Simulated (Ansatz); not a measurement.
B₈Sb₈, relaxed as a singlet with RKS PBE-D4/def2-SVP in Ansatz, starting from the GFN2-xTB geometry. Force threshold 0.03 eV/Å.

In the def2 sets Sb takes a core potential; there is no spin–orbit coupling. The restricted singlet is unstable towards broken spin symmetry in Hartree–Fock (as tested in another run); at PBE-D4/def2-SVP this wasn't settled. The structure comes from a short search, and lower isomers may exist.

Start:

```xyz
16

B     1.640   -0.854   -0.953
B     0.034   -1.042   -0.609
B     0.615    0.655   -0.674
B     0.550    1.412    0.766
B    -1.174   -1.127    0.454
B    -0.513   -0.065    1.498
B    -0.920    1.491    1.327
B    -0.543    0.207   -1.728
Sb    1.257   -0.833    2.629
Sb    0.378   -1.303   -2.947
Sb    1.674   -2.582    0.446
Sb    2.905    0.917   -1.217
Sb   -3.194   -1.663    0.170
Sb   -2.546    2.609    0.656
Sb   -2.746    0.658   -1.401
Sb    2.582    1.518    1.583
```

```
         step  energy (eV)  largest force component (eV/Å)  SCF passes
            1  -57702.4994                           1.624          40
            2  -57703.0057                           1.261          34
            3  -57703.2320                           0.741          33
            4  -57703.4523                           0.517          32
            5  -57703.6040                           0.533          31
            6  -57703.7789                           0.527          33
            7  -57703.9611                           0.489          32
            8  -57704.0191                           0.698          32
            9  -57704.1396                           0.514          30
           10  -57704.2619                           0.585          30
           11  -57704.3617                           0.615          29
           12  -57704.6249                           0.558          30
           13  -57704.9127                           0.503          30
           14  -57705.0170                           1.329          29
           15  -57705.0610                           0.847          29
           16  -57705.1937                           0.458          31
           17  -57705.2086                           0.377          25
18 (rejected)  -57704.8981                           1.765          29
           19  -57705.2591                           0.080          25
20 (rejected)  -57705.2217                           0.519          29
           21  -57705.2673                           0.054          25
           22  -57705.2695                           0.049          25
           23  -57705.2714                           0.042          24
           24  -57705.2719                           0.029          26
```

Force components are those of the run's own axes.

End:

```tsv
atom	x (Å)	y (Å)	z (Å)
B1	1.513	-0.819	-1.000
B2	-0.214	-0.721	-0.648
B3	0.517	0.831	-0.768
B4	0.780	1.230	1.005
B5	-1.081	-1.070	0.791
B6	-0.032	-0.250	1.858
B7	-0.673	0.664	0.583
B8	-0.597	0.417	-2.055
Sb9	1.826	-0.735	2.927
Sb10	0.293	-1.419	-2.916
Sb11	1.043	-2.385	0.605
Sb12	2.781	1.018	-1.077
Sb13	-3.332	-1.064	0.253
Sb14	-2.726	1.729	0.671
Sb15	-2.872	0.811	-2.003
Sb16	2.773	1.763	1.771
```

Bonds formed: B2–B7, B3–B7, B5–B7, B5–Sb11, Sb13–Sb14 (atoms count from 1).

No frequencies were taken in this run, so the end may be a saddle point.

Hardware: 2 threads of AMD EPYC 7R13 on a shared host and a share (18 GiB) of an NVIDIA H100 80GB HBM3. Wall time 1.9 min, peak host memory 1 GiB.
